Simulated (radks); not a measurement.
The numbers below are computed, except where a source is named.
Ionisation of the neon ion Ne2+, [He] 2s2 2p4, to [He] 2s2 2p3 as the strength of local exchange is varied. Code: a radial shooting solver on a logarithmic mesh with Libxc functionals. Model: scalar-relativistic Kohn-Sham, Slater X-alpha exchange (alpha = 2/3 is LDA exchange), no correlation, spin-unpolarised, spherical densities, point nucleus.

| alpha | E(Ne2+) (hartree) | exchange (hartree) | IE (eV) | -e of the level emptied (eV) | <r> of it (bohr) |
|---|---|---|---|---|---|
| 0.645 | -125.01155 | -9.47479 | 65.050 | 52.545 (2p) | 0.8177 |
| 0.667 | -125.33507 | -9.81724 | 65.697 | 53.154 (2p) | 0.8147 |
| 0.697 | -125.77725 | -10.28627 | 66.585 | 53.989 (2p) | 0.8106 |
| 0.771 | -126.87303 | -11.45329 | 68.800 | 56.079 (2p) | 0.8008 |
| 0.824 | -127.66226 | -12.29794 | 70.409 | 57.600 (2p) | 0.7940 |
| 1.024 | -130.67370 | -15.55154 | 76.652 | 63.522 (2p) | 0.7693 |
| 1.037 | -130.87126 | -15.76665 | 77.067 | 63.917 (2p) | 0.7678 |

NIST Atomic Spectra Database: 63.423 eV (measured). The central value is not met in this range of alpha. Spin polarisation and multiplet splitting are left out, so open shells lie too high by an amount that depends on their filling.

Beside tabulated values, note that spin-unpolarised runs miss the spin-polarisation part of the exchange energy of open shells.
